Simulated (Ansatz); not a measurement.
Pulling on the O2–H3 bond in HKO (SMILES [OH][K]) (multiplicity 1 held, fragments rigid). Energies count from the point at 0.957 Å.
Geometry at that point (charge 0, multiplicity 1):
```xyz
3

K      0.00000     0.00000    -0.74843
O      0.00000     0.00000     1.47363
H      0.00000     0.00000     2.43102
```

R- and RO- levels are restricted; in cc, def2 and unpolarised 6-31G sets they are followed outwards from rest. Unrestricted levels (U-) break spin symmetry where that is lower. Levels need not reach the same state.

Cores are frozen in the correlated methods.

Programs: Ansatz (a first-principles code) with Gaussian orbitals. Values without a source in brackets are computed.

Energies in kcal/mol.

```json
[
 {"R (Å)": "0.766", "R-PBE/def2-TZVPPD": "…", "R-wB97X-V/def2-TZVPPD": "36.0", "U-wB97X-V/def2-TZVPPD": "36.0", "R-SCS-MP2/def2-TZVPPD": "36.3"},
 {"R (Å)": "0.862", "R-PBE/def2-TZVPPD": "7.9", "R-wB97X-V/def2-TZVPPD": "6.8", "U-wB97X-V/def2-TZVPPD": "6.8", "R-SCS-MP2/def2-TZVPPD": "7.0"},
 {"R (Å)": "0.957", "R-PBE/def2-TZVPPD": "0.0", "R-wB97X-V/def2-TZVPPD": "0.0", "U-wB97X-V/def2-TZVPPD": "0.0", "R-SCS-MP2/def2-TZVPPD": "0.0"},
 {"R (Å)": "1.053", "R-PBE/def2-TZVPPD": "3.7", "R-wB97X-V/def2-TZVPPD": "5.0", "U-wB97X-V/def2-TZVPPD": "5.0", "R-SCS-MP2/def2-TZVPPD": "4.7"},
 {"R (Å)": "1.149", "R-PBE/def2-TZVPPD": "13.3", "R-wB97X-V/def2-TZVPPD": "15.8", "U-wB97X-V/def2-TZVPPD": "15.8", "R-SCS-MP2/def2-TZVPPD": "15.1"},
 {"R (Å)": "1.292", "R-PBE/def2-TZVPPD": "31.8", "R-wB97X-V/def2-TZVPPD": "36.5", "U-wB97X-V/def2-TZVPPD": "36.5", "R-SCS-MP2/def2-TZVPPD": "35.2"},
 {"R (Å)": "1.436", "R-PBE/def2-TZVPPD": "51.2", "R-wB97X-V/def2-TZVPPD": "58.1", "U-wB97X-V/def2-TZVPPD": "58.1", "R-SCS-MP2/def2-TZVPPD": "56.0"},
 {"R (Å)": "1.675", "R-PBE/def2-TZVPPD": "80.1", "R-wB97X-V/def2-TZVPPD": "90.8", "U-wB97X-V/def2-TZVPPD": "90.4", "R-SCS-MP2/def2-TZVPPD": "87.6"},
 {"R (Å)": "1.915", "R-PBE/def2-TZVPPD": "103.1", "R-wB97X-V/def2-TZVPPD": "117.5", "U-wB97X-V/def2-TZVPPD": "107.7", "R-SCS-MP2/def2-TZVPPD": "113.4"},
 {"R (Å)": "2.202", "R-PBE/def2-TZVPPD": "123.3", "R-wB97X-V/def2-TZVPPD": "142.4", "U-wB97X-V/def2-TZVPPD": "116.0", "R-SCS-MP2/def2-TZVPPD": "136.8"},
 {"R (Å)": "2.585", "R-PBE/def2-TZVPPD": "…", "R-wB97X-V/def2-TZVPPD": "166.2", "U-wB97X-V/def2-TZVPPD": "119.7", "R-SCS-MP2/def2-TZVPPD": "157.4"},
 {"R (Å)": "3.064", "R-PBE/def2-TZVPPD": "…", "R-wB97X-V/def2-TZVPPD": "185.9", "U-wB97X-V/def2-TZVPPD": "121.1", "R-SCS-MP2/def2-TZVPPD": "170.4"}
]
```

Fill in the missing entries.


- 0.766, R-PBE/def2-TZVPPD: 38.0
- 3.064, R-PBE/def2-TZVPPD: 153.1
- 2.585, R-PBE/def2-TZVPPD: 140.8

Doubts at one or more of the structures used: a restricted determinant that unrestricted orbitals would lower (R-PBE/def2-TZVPPD, R-wB97X-V/def2-TZVPPD, R-SCS-MP2/def2-TZVPPD); a spin-contaminated determinant (U-wB97X-V/def2-TZVPPD).
